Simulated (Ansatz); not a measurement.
Two members of one family (Series BCl2X), computed with Ansatz in the gas phase. The two geometries come from different levels. Binding counts from free atoms in the multiplicity of their measured ground term, without zero-point energy. A dash marks a value that wasn't run or was left out as unsound. The structures are stationary points that may keep the symmetry of their start. Remarks come from the PBE and PBE0 runs and from stability tests at other levels; not every state was tested. HOMO above LUMO (over both spins in singlets and doublets, within one spin in higher multiplets; at PBE or PBE0), or a gap under 0.15 eV within one spin, warns that the state may not be the lowest or that an electron is smeared out.

First: BCl2(OH) (singlet, charge 0, PBE0-D4/def2-TZVP geometry).

```tsv
atom	x (Å)	y (Å)	z (Å)
B1	0.212	-0.229	-0.002
Cl2	1.744	-0.913	-0.484
Cl3	-0.878	-1.160	1.024
O4	-0.109	1.002	-0.425
H5	-0.969	1.300	-0.113
```

```json
{"level": "LDA (SPW92)/def2-TZVP", "HOMO (eV)": "-7.77", "LUMO (eV)": "-1.65", "gap (eV)": "6.12", "vertical IE (eV)": "–", "binding per atom (eV)": "4.69"}
{"level": "PBE-D4/def2-SVP", "HOMO (eV)": "-7.34", "LUMO (eV)": "-0.91", "gap (eV)": "6.43", "vertical IE (eV)": "–", "binding per atom (eV)": "4.21"}
{"level": "PBE-D4/def2-TZVP", "HOMO (eV)": "-7.63", "LUMO (eV)": "-1.36", "gap (eV)": "6.26", "vertical IE (eV)": "11.03", "binding per atom (eV)": "4.14"}
{"level": "PBE0-D4/def2-SVP", "HOMO (eV)": "-8.88", "LUMO (eV)": "0.03", "gap (eV)": "8.90", "vertical IE (eV)": "–", "binding per atom (eV)": "4.10"}
{"level": "PBE0-D4/def2-TZVP", "HOMO (eV)": "-9.08", "LUMO (eV)": "-0.37", "gap (eV)": "8.72", "vertical IE (eV)": "11.47", "binding per atom (eV)": "4.04"}
```

Second: BCl2(NH2) (singlet, charge 0, PBE-D4/def2-TZVP geometry).

Cartesian coordinates in Å:
```
B 0.127 -0.098 0.558
Cl 1.706 -0.757 1.013
Cl -1.065 0.264 1.818
N -0.177 0.136 -0.782
H -1.070 0.513 -1.079
H 0.481 -0.058 -1.528
```

Q: What does the change do? Estimate second minus first.

A: 
```json
{"level": "LDA (SPW92)/def2-TZVP", "Δ HOMO (eV)": "0.44", "Δ LUMO (eV)": "0.51", "Δ gap (eV)": "0.07", "Δ vertical IE (eV)": "–", "Δ binding per atom (eV)": "-0.28"}
{"level": "PBE-D4/def2-SVP", "Δ HOMO (eV)": "0.49", "Δ LUMO (eV)": "0.55", "Δ gap (eV)": "0.06", "Δ vertical IE (eV)": "–", "Δ binding per atom (eV)": "-0.23"}
{"level": "PBE-D4/def2-TZVP", "Δ HOMO (eV)": "0.48", "Δ LUMO (eV)": "0.49", "Δ gap (eV)": "0.01", "Δ vertical IE (eV)": "-0.65", "Δ binding per atom (eV)": "-0.21"}
{"level": "PBE0-D4/def2-SVP", "Δ HOMO (eV)": "0.52", "Δ LUMO (eV)": "0.55", "Δ gap (eV)": "0.03", "Δ vertical IE (eV)": "–", "Δ binding per atom (eV)": "-0.21"}
{"level": "PBE0-D4/def2-TZVP", "Δ HOMO (eV)": "0.52", "Δ LUMO (eV)": "0.48", "Δ gap (eV)": "-0.05", "Δ vertical IE (eV)": "-0.74", "Δ binding per atom (eV)": "-0.19"}
```

Remarks: gap within one spin near zero at PBE or PBE0 (+1 doublet).
